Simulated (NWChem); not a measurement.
BHOICl; SMILES OB(Cl)I

```xyz
5

B      0.4677    -0.9975     0.0000
Cl    -0.7534    -2.2696     0.0000
I     -0.1071     1.0578     0.0000
O      1.7732    -1.2825     0.0000
H      1.9591    -2.2303     0.0000
```
Atoms are numbered in this order, from 1.

Results from NWChem. All runs use the structure optimised with PBE0/def2-SVP. def2 effective core potentials on I; no spin-orbit coupling. Ions are spin-unrestricted doublets at the neutral geometry; other ion states weren't tried.

Predict the results for PBE/def2-SVP. Quantities: vertical ionisation energy, ΔSCF (eV); −ε(HOMO) (eV).


| Quantity | Value |
|---|---|
| vertical ionisation energy, ΔSCF (eV) | 9.64 |
| −ε(HOMO) (eV) | 6.30 |
